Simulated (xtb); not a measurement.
Sn(NH2)2 (H4N2Sn), SMILES [NH2][Sn][NH2] (connectivity only; charge and spin as stated), neutral, multiplicity 1. All values are semi-empirical tight-binding results from xtb (GFN2-xTB unless named), good for trends rather than for accurate numbers. Coordinates come from a GFN2-xTB optimisation. The values are those of a single conformer.

For metal compounds this method's bond lengths and energies can be far off.

Task: Estimate the properties. (An estimate is asked for; the answer gives what the named calculation found.)

Result: 
- point group as xtb finds it = C2v
- orbital gap = 3.54 eV
- zero-point energy = 29.1 kcal/mol
- G − E(el) at 298.15 K (modified RRHO) = 11.2 kcal/mol
